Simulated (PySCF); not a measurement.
## Atomic charges against the basis set

Compound: C3H5BClP.
Atom-mapped SMILES: `[PH2:1][BH:2][C@@H:3]1[CH:4]=[C:5]1[Cl:6]` (hydrogens: H7, H8 on P1; H9 on B2; H10 on C3; H11 on C4)

PBE0 throughout (PySCF), one geometry, spherical d and f functions. The structure is a single PBE0-D3(BJ)/def2-SVP conformer in the gas phase; no vibrational or solvent corrections. Atoms taken as equivalent share a column and are averaged. The first 7 of 10 kinds of atom are listed.

Mulliken charges (e):

```json
{"basis": "STO-3G", "functions": "43", "P1": "+0.218", "B2": "+0.046", "C3": "-0.154", "C4": "-0.080", "C5": "-0.014", "Cl6": "-0.038", "H7/H8": "-0.058"}
{"basis": "6-31G", "functions": "72", "P1": "-0.030", "B2": "+0.103", "C3": "-0.352", "C4": "-0.170", "C5": "-0.240", "Cl6": "+0.247", "H7/H8": "+0.023"}
{"basis": "pcSseg-0", "functions": "72", "P1": "-0.272", "B2": "+0.281", "C3": "-0.640", "C4": "-0.190", "C5": "-0.210", "Cl6": "+0.189", "H7/H8": "+0.107"}
{"basis": "6-31G*", "functions": "102", "P1": "-0.144", "B2": "+0.093", "C3": "-0.296", "C4": "-0.171", "C5": "-0.067", "Cl6": "+0.081", "H7/H8": "+0.053"}
{"basis": "cc-pVDZ", "functions": "117", "P1": "-0.078", "B2": "+0.008", "C3": "-0.011", "C4": "+0.016", "C5": "-0.039", "Cl6": "-0.039", "H7/H8": "+0.037"}
{"basis": "def2-SVP", "functions": "117", "P1": "-0.030", "B2": "-0.008", "C3": "-0.094", "C4": "-0.170", "C5": "+0.187", "Cl6": "-0.045", "H7/H8": "+0.018"}
{"basis": "aug-cc-pVDZ", "functions": "191", "P1": "-0.964", "B2": "-0.374", "C3": "+0.587", "C4": "+0.728", "C5": "-0.312", "Cl6": "-0.147", "H7/H8": "+0.398"}
{"basis": "6-311+G(2d,p)", "functions": "208", "P1": "-0.085", "B2": "-0.040", "C3": "-0.046", "C4": "-0.448", "C5": "+0.103", "Cl6": "+0.122", "H7/H8": "+0.066"}
{"basis": "def2-TZVP", "functions": "228", "P1": "-0.209", "B2": "+0.041", "C3": "-0.207", "C4": "-0.077", "C5": "+0.003", "Cl6": "-0.017", "H7/H8": "+0.079"}
{"basis": "cc-pVTZ", "functions": "258", "P1": "-0.097", "B2": "-0.007", "C3": "-0.087", "C4": "-0.134", "C5": "-0.004", "Cl6": "-0.024", "H7/H8": "+0.041"}
{"basis": "IGLO-III", "functions": "278", "P1": "+0.153", "B2": "+0.106", "C3": "-0.289", "C4": "-0.139", "C5": "-0.015", "Cl6": "+0.145", "H7/H8": "-0.063"}
```

IAO charges (e):

| basis | functions | P1 | B2 | C3 | C4 | C5 | Cl6 | H7/H8 |
| --- | --- | --- | --- | --- | --- | --- | --- | --- |
| STO-3G | 43 | +0.218 | -0.069 | -0.240 | -0.105 | -0.070 | +0.054 | -0.033 |
| 6-31G | 72 | +0.045 | -0.070 | -0.242 | -0.141 | -0.034 | +0.051 | +0.024 |
| pcSseg-0 | 72 | +0.037 | -0.082 | -0.250 | -0.134 | -0.041 | +0.060 | +0.033 |
| 6-31G* | 102 | +0.097 | -0.070 | -0.234 | -0.143 | -0.026 | +0.058 | -0.001 |
| cc-pVDZ | 117 | +0.095 | -0.082 | -0.236 | -0.151 | -0.018 | +0.060 | +0.004 |
| def2-SVP | 117 | +0.107 | -0.085 | -0.234 | -0.149 | -0.016 | +0.066 | 0.000 |
| aug-cc-pVDZ | 191 | +0.086 | -0.078 | -0.242 | -0.158 | -0.015 | +0.059 | +0.008 |
| 6-311+G(2d,p) | 208 | +0.105 | -0.083 | -0.244 | -0.157 | -0.020 | +0.065 | +0.001 |
| def2-TZVP | 228 | +0.107 | -0.084 | -0.244 | -0.157 | -0.021 | +0.068 | -0.001 |
| cc-pVTZ | 258 | +0.097 | -0.082 | -0.244 | -0.157 | -0.018 | +0.064 | +0.003 |
| IGLO-III | 278 | +0.108 | -0.085 | -0.245 | -0.160 | -0.020 | +0.069 | 0.000 |

Hirshfeld charges (e):

| basis | functions | P1 | B2 | C3 | C4 | C5 | Cl6 | H7/H8 |
| --- | --- | --- | --- | --- | --- | --- | --- | --- |
| STO-3G | 43 | +0.106 | +0.070 | -0.070 | -0.034 | +0.055 | -0.071 | -0.024 |
| 6-31G | 72 | -0.007 | +0.068 | -0.099 | -0.040 | +0.004 | +0.007 | +0.004 |
| pcSseg-0 | 72 | +0.021 | +0.057 | -0.112 | -0.038 | +0.003 | +0.023 | +0.004 |
| 6-31G* | 102 | -0.013 | +0.072 | -0.098 | -0.038 | +0.013 | 0.000 | +0.002 |
| cc-pVDZ | 117 | +0.013 | +0.065 | -0.112 | -0.038 | +0.010 | +0.017 | -0.002 |
| def2-SVP | 117 | +0.021 | +0.063 | -0.119 | -0.042 | +0.011 | +0.028 | -0.003 |
| aug-cc-pVDZ | 191 | +0.015 | +0.072 | -0.126 | -0.047 | -0.003 | +0.029 | -0.003 |
| 6-311+G(2d,p) | 208 | +0.019 | +0.070 | -0.124 | -0.045 | -0.008 | +0.030 | -0.004 |
| def2-TZVP | 228 | +0.012 | +0.071 | -0.122 | -0.045 | +0.001 | +0.025 | -0.002 |
| cc-pVTZ | 258 | +0.012 | +0.071 | -0.119 | -0.043 | +0.004 | +0.021 | -0.003 |
| IGLO-III | 278 | +0.020 | +0.070 | -0.130 | -0.050 | -0.005 | +0.040 | -0.002 |

Q: Which scheme is steadiest as the basis changes?

A: Largest range over the bases for any column: Hirshfeld 0.12 e, IAO 0.18 e, Mulliken 1.23 e. Hirshfeld charges move least and Mulliken charges most, counted in e. Without the minimal STO-3G basis the ranges are Hirshfeld 0.04, IAO 0.07, Mulliken 1.23 e.

Q: How much do the charges still move between the two largest bases, cc-pVTZ and IGLO-III?

A: At most, over all atoms: Mulliken 0.250 e, IAO 0.011 e, Hirshfeld 0.019 e.

Q: What do the same runs give for the total energy, the frontier levels and the dipole moment?

A: 
```json
{"basis": "STO-3G", "energy (Eh)": "-932.5949", "HOMO (eV)": "-4.50", "LUMO (eV)": "1.60", "μ (D)": "0.98"}
{"basis": "6-31G", "energy (Eh)": "-943.0238", "HOMO (eV)": "-7.00", "LUMO (eV)": "-1.36", "μ (D)": "0.85"}
{"basis": "pcSseg-0", "energy (Eh)": "-941.8924", "HOMO (eV)": "-7.28", "LUMO (eV)": "-1.65", "μ (D)": "0.73"}
{"basis": "6-31G*", "energy (Eh)": "-943.1163", "HOMO (eV)": "-6.91", "LUMO (eV)": "-1.35", "μ (D)": "0.95"}
{"basis": "cc-pVDZ", "energy (Eh)": "-943.1747", "HOMO (eV)": "-6.96", "LUMO (eV)": "-1.47", "μ (D)": "0.81"}
{"basis": "def2-SVP", "energy (Eh)": "-942.8082", "HOMO (eV)": "-6.99", "LUMO (eV)": "-1.48", "μ (D)": "0.85"}
{"basis": "aug-cc-pVDZ", "energy (Eh)": "-943.1840", "HOMO (eV)": "-7.07", "LUMO (eV)": "-1.63", "μ (D)": "0.82"}
{"basis": "6-311+G(2d,p)", "energy (Eh)": "-943.2190", "HOMO (eV)": "-7.07", "LUMO (eV)": "-1.65", "μ (D)": "0.81"}
{"basis": "def2-TZVP", "energy (Eh)": "-943.2342", "HOMO (eV)": "-7.04", "LUMO (eV)": "-1.61", "μ (D)": "0.85"}
{"basis": "cc-pVTZ", "energy (Eh)": "-943.2410", "HOMO (eV)": "-7.04", "LUMO (eV)": "-1.59", "μ (D)": "0.85"}
{"basis": "IGLO-III", "energy (Eh)": "-943.2312", "HOMO (eV)": "-7.03", "LUMO (eV)": "-1.59", "μ (D)": "0.80"}
```

The dipole is fixed by the density alone, so its range of 0.25 D shows that the density itself changes with the basis, not only its division among atoms.
